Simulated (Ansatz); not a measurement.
C2H4FNOSi can be A, `O[SiH]1CN=C1F`, or B, `C[SiH](F)N=C=O`.

Calculated with Ansatz (gas phase, PBE0-D4/def2-TZVP geometries, no zero-point term in ΔE). CCSD(T)/CBS adds triple-zeta CCSD(T) − MP2 to the extrapolated MP2 energy (def2 sets, frozen cores). DFT in def2-TZVPP. Each species was taken in one conformer, which may not be the lowest.

A:

Z-matrix (Å, degrees):
```
Si
C 1 1.889
O 1 1.635 2 123.6
C 1 1.878 2 70.1 3 116.6
H 1 1.480 2 117.8 3 -134.6
N 2 1.495 1 89.3 3 -120.6
H 2 1.092 1 117.6 3 -7.9
H 2 1.091 1 118.8 3 125.8
H 3 0.959 1 118.7 2 42.7
F 4 1.321 1 140.9 2 179.2
```

B:

```xyz
10

C    -0.433   -1.370    0.744
Si    0.450    0.228    0.499
F    -0.018    1.272    1.611
N     0.053    0.877   -1.026
C    -0.017    1.639   -1.944
O    -0.107    2.349   -2.860
H    -1.514   -1.228    0.672
H    -0.205   -1.790    1.726
H    -0.130   -2.092   -0.018
H     1.921    0.116    0.595
```

(1) Which is lower in electronic energy at CCSD(T)/CBS, and by how much? (Estimate.)

(2) Give E(B) − E(A) in kcal/mol with CCSD(T)/def2-SVP, BLYP-D4, r2SCAN-D4, PBE0-D4, PBE-D4, B2PLYP, CCSD(T)/def2-TZVPP. (Estimate.)

(3) Does the order hold for the free energy at 298.15 K (harmonic terms from PBE0-D4)? (An estimate is asked.)

Largest T1 diagnostic: 0.014.

Results:

(1) Ansatz gave: B, by 77.2 kcal/mol.

(2) Ansatz gave: CCSD(T)/def2-SVP -81.4, BLYP-D4 -81.9, r2SCAN-D4 -81.6, PBE0-D4 -76.5, PBE-D4 -75.9, B2PLYP -82.8, CCSD(T)/def2-TZVPP -77.7. None reverses the order clearly.

(3) The calculation gave: Yes: G(B) − G(A) = -79.9 kcal/mol, for one conformer each. Modes under 60 cm⁻¹, often nearly free rotors, make the harmonic entropy too high.

Leaving LDA and LC-ωPBE aside and taking each functional with its dispersion term where it has one, the values, not all of them listed here, spread over 7.0 kcal/mol, from BHLYP-D4 to PBE-D4. LDA lies +5.1 kcal/mol from PBE without D4. In def2-TZVPP, CCSD(T) changes the Hartree–Fock value by +10.6 kcal/mol (the triples alone add +0.7 kcal/mol) and MP2 by +6.7 kcal/mol.
